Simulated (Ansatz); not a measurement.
Cost and result for the atomization energy of `C[Se]CF` (9 atoms, 8 bonds).

Z-matrix (Å, degrees):
```
C
Se 1 1.943
H 1 1.089 2 106.8
H 1 1.089 2 110.3 3 -118.8
H 1 1.088 2 109.9 3 118.7
C 2 1.929 1 97.0 3 -179.2
F 6 1.376 2 112.9 1 72.7
H 6 1.091 2 109.5 1 -47.8
H 6 1.091 2 106.8 1 -167.6
```

Total charge 0; spin multiplicity 1. Correlated methods include outer-core shells of Se, which these sets cover unevenly. Scalar relativity is left out up to krypton. The structure was optimised at the PBE0-D4/def2-TZVP level. It is one conformer, not always the lowest. Program: Ansatz. All runs use 4 threads of an Arm Neoverse V1 on a shared host. Times are those of one run each, without the atoms' runs, and a repeat can differ threefold. Electronic energies, without spin–orbit coupling; frozen cores. CCSD(T)/CBS adds CCSD(T) − MP2 in def2-TZVPP to the MP2 limit, and its time is that of the two runs behind it. T1 = 0.010. With those shells the extrapolation isn't a true limit.

CCSD(T)/CBS is a level of theory with its own doubt, some kJ/mol a heavy atom from the limit and from the frozen cores, so smaller differences don't rank the functionals.

| level | functions | wall time | atomization (kJ/mol) | difference from CCSD(T)/CBS | per bond |
| --- | --- | --- | --- | --- | --- |
| LDA (SPW92)/def2-TZVPP | 211 | 1.1 s | 3670.2 | 493.4 | 61.7 |
| BLYP-D4/def2-TZVPP | 211 | 1.8 s | 3171.9 | -4.9 | -0.6 |
| PBE0-D4/def2-TZVPP | 211 | 2.6 s | 3182.7 | 5.9 | 0.7 |
| CAM-B3LYP-D4/def2-TZVPP | 211 | 3 s | 3177.7 | 0.9 | 0.1 |
| r2SCANh-D4/def2-TZVPP | 211 | 4.3 s | 3159.2 | -17.6 | -2.2 |
| B2PLYP/def2-TZVPP | 211 | 5 s | 3135.9 | -40.9 | -5.1 |
| PBE-QIDH/def2-TZVPP | 211 | 5.5 s | 3151.3 | -25.5 | -3.2 |
| CCSD(T)/def2-SVP | 99 | 6 s | 2988.4 | -188.4 | -23.5 |
| B97M-V/def2-TZVPP | 211 | 9 s | 3167.7 | -9.1 | -1.1 |
| ωB97M-V/def2-TZVPP (with forces) | 211 | 11 s | 3169.9 | -6.9 | -0.9 |
| MP2/def2-QZVPP | 410 | 20 s | 3190.0 | 13.2 | 1.7 |
| CCSD(T)/def2-TZVPP | 211 | 2.2 min | 3096.5 | -80.3 | -10.0 |
| CCSD(T)/CBS(def2) | – | 2.6 min | 3176.8 | 0.0 | 0.0 |

The D4 term adds +25.0 kJ/mol with B3LYP and +12.8 kJ/mol with PBE0; it sums over pairs of atoms, weighted by their polarisabilities, and B3LYP, whose exchange is more repulsive, gets the larger term. Leaving LDA and LC-ωPBE aside and taking each functional with its dispersion term where it has one, the values, not all of them listed here, spread over 187.1 kJ/mol, from BHLYP-D4 to PBE-D4. LDA lies +434.9 kJ/mol from PBE without D4, its usual overbinding. From PBE to PBE0 (25 % exact exchange), in def2-TZVPP and without D4, the atomization energy moves by −65.4 kJ/mol: exact exchange takes away binding that semilocal exchange gives to molecules.

B3LYP here is the variant with VWN-RPA as its local correlation; programs differ in this.

For some Ge, Se and Sn compounds the MP2-based and the directly extrapolated limit differ by 10 to 25 kJ/mol.
